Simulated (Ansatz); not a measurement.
`CCCCCCCBr` + `CCl` → `CCCCCCCCCl` + HBr  (formal exchange of groups at a C–Br bond)

Calculated with Ansatz (gas phase, PBE0-D4/def2-TZVP geometries, no zero-point term in ΔE). CBS: MP2 limit from def2 TZ/QZ plus the TZ coupled-cluster correction, frozen cores. This one scheme is used for every species. DFT in def2-TZVPP. For Br outer-core shells are correlated without core-valence functions, which leaves a few kJ/mol of doubt a bond. Scalar relativity is left out up to krypton. One conformer a species, not always the lowest.

```tsv
level	ΔE (kJ/mol)
CAM-B3LYP-D4	-18.3
ωB97X-V	-16.4
HF/def2-TZVPP	-18.8
CCSD/CBS(def2)	-17.1
```

(1) What does CCSD(T)/CBS give? (Estimate.)

Largest T1 diagnostic among the species: 0.009.

Answers

(1) Ansatz gave: -15.9 kJ/mol. The listed levels differ from it by -2.4, -0.5, -2.9, -1.2 kJ/mol.

At CCSD(T), def2-SVP lies −19.2 kJ/mol from the extrapolated value and def2-TZVPP −0.9 kJ/mol. Leaving LDA and LC-ωPBE aside and taking each functional with its dispersion term where it has one, the values, not all of them listed here, spread over 8.3 kJ/mol, from CAM-B3LYP-D4 to BLYP-D4. LDA lies −8.0 kJ/mol from PBE without D4. From BLYP to BHLYP (50 % exact exchange), in def2-TZVPP and without D4, ΔE moves by −5.7 kJ/mol.
